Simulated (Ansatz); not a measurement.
Kn (charge +1): gap (eV) at several levels, gas phase, relaxed structures; Ansatz. Clusters are the lowest isomers that short searches found in that spin, judged at the geometry's level. HOMO and LUMO are taken over both spins. Singlets are spin-restricted. The structures are stationary points that may keep the symmetry of their start. Remarks come from the PBE and PBE0 runs and from stability tests at other levels; not every state was tested.

```tsv
species	state	geometry	PBE/def2-SVP	PBE/def2-TZVP	revPBE/def2-TZVP	r2SCAN/def2-TZVP	PBE0/def2-SVP	remarks
K3⁺	singlet	PBE/def2-TZVP	1.32	1.30	1.30	1.48	2.18	–
K4⁺	doublet	B3LYP/def2-TZVP	0.39	0.41	0.41	0.97	1.27	–
K5⁺	singlet	PBE/def2-SVP	0.98	0.96	0.97	1.09	1.76	restricted SCF unstable in HF
```

Estimate the column for PBE0/def2-TZVP.

K3⁺ 2.17; K4⁺ 1.30; K5⁺ 1.75.

Over the 3 species that have every level, the mean is 0.90 at PBE/def2-SVP, 0.89 at PBE/def2-TZVP, 0.89 at revPBE/def2-TZVP, 1.18 at r2SCAN/def2-TZVP, 1.74 at PBE0/def2-SVP, 1.74 at PBE0/def2-TZVP. Orbital gaps grow with the share of exact exchange and aren't one observable across functionals.
